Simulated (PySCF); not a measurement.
Static response to an electric field

Compound: C4H6N2O.
Geometry (GFN2-xTB, Å), atoms numbered from 1 in this order:
```
atom  x, y, z in Å
C1    -2.037    0.251   -0.099
N2    -0.989   -0.709    0.164
C3     0.314   -0.292    0.063
C4     0.930    0.719   -0.625
N5     2.280    0.610   -0.430
C6     2.435   -0.411    0.334
O7     1.275   -1.018    0.684
H8    -1.893    0.658   -1.098
H9    -2.050    1.081    0.618
H10   -2.994   -0.264   -0.065
H11   -1.149   -1.308    0.963
H12    0.516    1.494   -1.233
H13    3.356   -0.809    0.706
```

Level: PBE0/def2-SVPD (PySCF), static field, nuclei fixed, core orbitals frozen in the response. The polarisability tensor in these axes (au):

```
x   87.33 -0.46  1.23
y   -0.46 57.02 -8.68
z    1.23 -8.68 50.40
```

**Question.** What are the eigenvalues, a third of the trace, and Δα (Δα² = ½Σ(αi − αj)² over the three pairs)?

**Answer.** Principal values 44.41, 62.95 and 87.39 au; mean 64.92 au = 9.62 Å³ = 10.70 × 10⁻⁴⁰ C²·m²/J; Δα = 37.34 au (58 % of the mean).

**Question.** What is the dipole moment, and where does it point?

**Answer.** (-2.95, -0.83, 1.30) D, 3.33 D in size, pointing from the negative to the positive side. Measured along this direction, the outermost atoms are H13 at the negative end and H10 at the positive end.

**Question.** Find the Langevin capture rate constant for H3+ (3.023 u) meeting this molecule (98.048 u), k = 2.342 × 10⁻⁹ cm³/s × √(α in Å³ / reduced mass in u).

**Answer.** The reduced mass is 2.93 u, so k = 4.24 × 10⁻⁹ cm³/s. The formula leaves out the permanent dipole, which adds to the capture rate.

**Question.** Rayleigh depolarisation ratio (linearly polarised light, static tensor)?

**Answer.** ρ = 3Δα²/(45ᾱ² + 4Δα²) = 4182.6/(189629 + 5576.7) = 0.0214.

**Question.** In a dilute gas of rigid molecules at 298 K, how does the orientational term μ²/3kT compare with the electronic polarisability?

**Answer.** In Gaussian units μ²/3kT = 90.00 Å³ against 9.62 Å³, a ratio of 9.36; the Debye molar polarisation (4π/3)N_A(α + μ²/3kT) is 251.3 cm³/mol, leaving out the vibrational part.

**Question.** Form Σ f/ω² (atomic units) for the 8 lowest TDDFT singlets, given as eV and f, and set it beside the mean polarisability, which is this sum over all singlets: 5.26, 0.0082; 5.46, 0.2357; 6.08, 0.0171; 6.16, 0.0034; 6.60, 0.0057; 6.73, 0.0826; 6.82, 0.0496; 7.18, 0.0190.

**Answer.** They add up to 8.98 au, 13.8 % of the 64.92 au; the largest single term is 5.84 au, from the state at 5.46 eV. Terms in order: 0.22, 5.84, 0.34, 0.07, 0.10, 1.35, 0.79, 0.27 au. Higher excitations give the rest. The strengths listed sum to 0.421.

Geometry: GFN2-xTB, one conformer, isolated molecule.

These values come from a run that also computed excited states. On an x86-64 server with one thread, on a shared host, this took 18 s wall.
